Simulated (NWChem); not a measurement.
System meant: SbH$_{2}$O$_{2}$Br; SMILES [OH][Sb]([Br])[OH]

Here is an NWChem input.

```
start job
memory heap 200 mb stack 900 mb global 1100 mb
geometry units angstroms noautoz
  Sb    -0.596868    -0.843720    -0.149206
  Br    -0.198442     1.657294     0.367104
  O      0.629318    -1.135612    -1.701585
  H      1.556727    -1.074052    -1.388442
  O      0.693642    -1.452921     1.262196
  H      1.043386    -0.657674     1.716134
end
basis spherical
  * library def2-svp
end
ecp
  Sb library def2-ecp
end
dft
  xc b3lyp
  iterations 4
  mulliken
end
task dft energy
```

End of the output:

```
    Atom       Charge   Shell Charges
 -----------   ------   -------------------------------------------------------
    1 Sb  23    22.27   1.30  0.67  1.07  0.67  2.79  3.05  1.35  0.96  9.52  0.90
    2 Br  35    35.22   2.00  2.00  1.96  1.16  0.77  5.99  5.81  2.46  3.03  7.84  2.04  0.15
    3 O    8     8.33   1.97  0.93  0.66  2.68  2.08  0.01
    4 H    1     0.92   0.55  0.19  0.18
    5 O    8     8.32   1.97  0.92  0.66  2.66  2.09  0.01
    6 H    1     0.93   0.55  0.20  0.18

 center of mass
 --------------
 x =  -0.01405976 y =  -0.03200123 z =  -0.07649178

 moments of inertia (a.u.)
 ------------------
        1507.465511778428           0.000000000000          -0.000000000000
           0.000000000000         432.234882425499          -0.000000000000
          -0.000000000000          -0.000000000000        1611.086178479025

     Multipole analysis of the density
     ---------------------------------

     L   x y z        total         alpha         beta         nuclear
     -   - - -        -----         -----         ----         -------
     0   0 0 0      0.000000    -38.000000    -38.000000     76.000000

     1   1 0 0      0.344218     -0.368254     -0.368254      1.080727
     1   0 1 0      0.176667     21.044592     21.044592    -41.912516
     1   0 0 1     -0.210436     -9.614411     -9.614411     19.018385

     2   2 0 0    -43.365975    -92.667716    -92.667716    141.969456
     2   1 1 0     -0.631058      0.159550      0.159550     -0.950159
     2   1 0 1      0.501170      0.448552      0.448552     -0.395934
     2   0 2 0    -43.847437   -289.800267   -289.800267    535.753097
     2   0 1 1     -1.822443    -22.878728    -22.878728     43.935012
     2   0 0 2    -37.456652    -55.778559    -55.778559     74.100467

 ------------------------------------------------------------------------
 dft energy failed                                                                                  0
 ------------------------------------------------------------------------
 ------------------------------------------------------------------------
  current input line :
    22: task dft energy
 ------------------------------------------------------------------------
 ------------------------------------------------------------------------
 This type of error is most commonly associated with calculations not reaching convergence criteria
 ------------------------------------------------------------------------
 For more information see the NWChem manual at https://nwchemgit.github.io

0:dft energy failed:Received an Error in Communication
```

Question: Can this run be used? If not, why, and what is the fix?

Answer: The run did not converge; its last values are not results. Cause: the SCF was allowed too few iterations. This input runs:
```
start job
memory heap 200 mb stack 900 mb global 1100 mb
geometry units angstroms noautoz
  Sb    -0.596868    -0.843720    -0.149206
  Br    -0.198442     1.657294     0.367104
  O      0.629318    -1.135612    -1.701585
  H      1.556727    -1.074052    -1.388442
  O      0.693642    -1.452921     1.262196
  H      1.043386    -0.657674     1.716134
end
basis spherical
  Sb library def2-svp
  Br library def2-svp
  O library def2-svp
  H library def2-svp
end
ecp
  Sb library def2-ecp
end
dft
  xc b3lyp
  iterations 150
  mulliken
end
task dft energy
```
It converges to -2965.79580 Ha (B3LYP/def2-SVP with def2 effective core potentials on Sb).
